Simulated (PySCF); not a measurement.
Symmetry of computed structures. Computed, not measured: PySCF 2.14.0, PBE0-D3(BJ)/def2-SVP geometry optimisation, gas phase. The symmetry is that of the one conformer found, every atom within 0.08 Å of its image; none is proved a minimum here. The geometries of the anions come from a basis without diffuse functions.

Problem. Point group, rotor type and polarity of `[Cl:1][C:2]([Cl:3])([Cl:4])[Ga@H-:5]1[O:6][CH:7]=[CH:8][CH:9]=[O+:10]1`?

Solution. Cs; near-prolate asymmetric top; symmetry number 1; 2 operations, which sort the 14 atoms into 10 sets; dipole 4.20 D, in the ac plane, which is the mirror; heavy atoms equivalent by symmetry: Cl1/Cl3, O6/O10, C7/C9.

Problem. What symmetry has `[Cl][Ir-3]([Cl])([Cl])([Cl])([Cl])[Cl]` ([IrCl6]3-)?

Solution. Oh; spherical top; symmetry number 24; 48 operations, which sort the 7 atoms into 2 sets; dipole about the centre of mass forbidden by symmetry (computed 0.00 D); A, B, C = 610.9, 610.6, 610.5 MHz.

Problem. Point group, rotor type and polarity of `[SiH2][SiH3]` [radical]?

Solution. Cs; near-prolate asymmetric top; symmetry number 1; 2 operations, which sort the 7 atoms into 5 sets; dipole 0.06 D; A, B, C = 52485, 5344, 5211 MHz.
